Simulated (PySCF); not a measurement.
C2H8GeO2.
Atom-mapped SMILES: `[CH3:1][O:2][GeH2:3][O:4][CH3:5]` (hydrogens: H6, H7, H8 on C1; H9, H10 on Ge3; H11, H12, H13 on C5)

Cartesian coordinates in Å at the GFN2-xTB level; atoms count from 1:
```xyz
13
C2H8GeO2 angstrom
C     -1.974    0.607   -0.891
O     -1.255   -0.608   -0.873
Ge    -0.140   -1.168    0.359
O      1.177   -0.030    0.576
C      2.095    0.417   -0.400
H     -1.327    1.467   -0.695
H     -2.409    0.708   -1.887
H     -2.776    0.598   -0.150
H     -0.678   -1.153    1.757
H      0.247   -2.472   -0.267
H      2.642    1.256    0.034
H      2.803   -0.372   -0.662
H      1.592    0.751   -1.311
```

Vertical excitations from PySCF (density fitting, frozen core in the response, grid level 2 and gas phase unless stated; continuum runs use non-equilibrium linear response for the excitations) on a GFN2-xTB geometry. Reference run:

| settings | S1, eV (f) | S2, eV (f) | S3, eV (f) | S4, eV (f) | S5, eV (f) | S6, eV (f) | T1, eV (Tamm–Dancoff) | mean α (au) |
| --- | --- | --- | --- | --- | --- | --- | --- | --- |
| CAM-B3LYP/def2-SVPD, full TDDFT, 8 singlets | 7.28 (0.000) | 7.34 (0.004) | 7.62 (0.014) | 7.63 (0.006) | 7.85 (0.005) | 7.86 (0.020) | 6.94 | 62.1 |

Q: What do these settings give: PBE0/3-21G, TDA, 3 singlets?

A: 
```tsv
settings	S1, eV (f)	S2, eV (f)	S3, eV (f)	S4, eV (f)	S5, eV (f)	S6, eV (f)	T1, eV (Tamm–Dancoff)	mean α (au)
PBE0/3-21G, TDA, 3 singlets	7.33 (0.001)	7.33 (0.006)	7.47 (0.006)	–	–	–	–	47.1
```

S1 moves by +0.05 eV; functional, basis and response scheme change together, so the shift can't be laid on one. States are counted by energy in each run and needn't keep their character from row to row.

Q: Which orbital pairs make up S1 in each run, and how does it sit against the orbital gap?

A: 
| settings | S1 configurations (weight) | S1 (eV) | orbital gap (eV) | S1 − gap (eV) |
| --- | --- | --- | --- | --- |
| CAM-B3LYP/def2-SVPD, full TDDFT, 8 singlets | H→L 0.51, H−1→L+1 0.23, H→L+2 0.15 | 7.28 | 10.51 | -3.23 |
| PBE0/3-21G, TDA, 3 singlets | H−1→L 0.49, H→L+1 0.44 | 7.33 | 8.95 | -1.62 |

Where S1 or the frontier orbitals are degenerate, the weights hang on an arbitrary mixing within the set.

 The CAM-B3LYP/def2-SVPD calculation is non-relativistic and has no spin–orbit coupling, an omission that weighs most on germanium.

One conformer stands for the species.
